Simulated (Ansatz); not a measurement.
Geometry optimisation, Ansatz, RKS B3LYP-D4/def2-SVP.

Input file:

```yaml
crystal:
  periodic: [false, false, false]
  atoms:
    - { symbol: Sn, position_ang: [0.041324, -0.026629, -1.026085] }
    - { symbol: O, position_ang: [1.225202, 0.152281, 1.879981] }
    - { symbol: H, position_ang: [1.110571, -0.756915, 2.200795] }
    - { symbol: H, position_ang: [1.950821, 0.074797, 1.217103] }
    - { symbol: O, position_ang: [-1.18514, 1.570114, -1.079503] }
    - { symbol: H, position_ang: [-2.052797, 1.406014, -0.683648] }
    - { symbol: H, position_ang: [-1.184981, -1.152863, -0.306542] }
basis:
  gaussian: { orbitals: def2-SVP }
hamiltonian:
  xc: b3lyp
  dispersion: d4
relax:
  f_tol: 0.03
  max_steps: 50
```

Launched with:

```bash
$ ansatz run input.yaml --threads 1 --pin off --max-ram 2048MiB --backend cpu --events-out ev --progress --plain --runs-dir out
```

**Question.** Where does it end, and by what steps?

**Answer.** The forces met the threshold. After 10 steps the energy has fallen by 0.268 eV; O2 moved furthest, 0.61 Å.

| step | energy less start (eV) | largest force component (eV/Å) | accepted |
| --- | --- | --- | --- |
| 0 | 0.0000 | 0.921 | yes |
| 1 | -0.0583 | 1.879 | yes |
| 2 | -0.0782 | 2.764 | yes |
| 3 | -0.2238 | 0.734 | yes |
| 4 | -0.2451 | 0.634 | yes |
| 5 | -0.2495 | 0.631 | yes |
| 6 | -0.2617 | 0.281 | yes |
| 7 | -0.2655 | 0.110 | yes |
| 8 | -0.2660 | 0.064 | yes |
| 9 | -0.2665 | 0.246 | yes |
| 10 | -0.2679 | 0.011 | yes |

```xyz
7
Properties=species:S:1:pos:R:3
Sn 0.125 -0.131 -1.033
O 1.008 0.142 1.308
H 0.684 -0.571 1.879
H 1.968 0.167 1.424
O -1.053 1.511 -0.918
H -1.827 1.376 -0.353
H -1.000 -1.227 -0.104
```

Whether the end is a true minimum wasn't checked by a vibrational analysis.

Time of the run: 13 s on 1 thread of AMD EPYC 9R45 96-Core Processor (Zen 5), with other jobs on the host, peak memory 0.17 GiB.
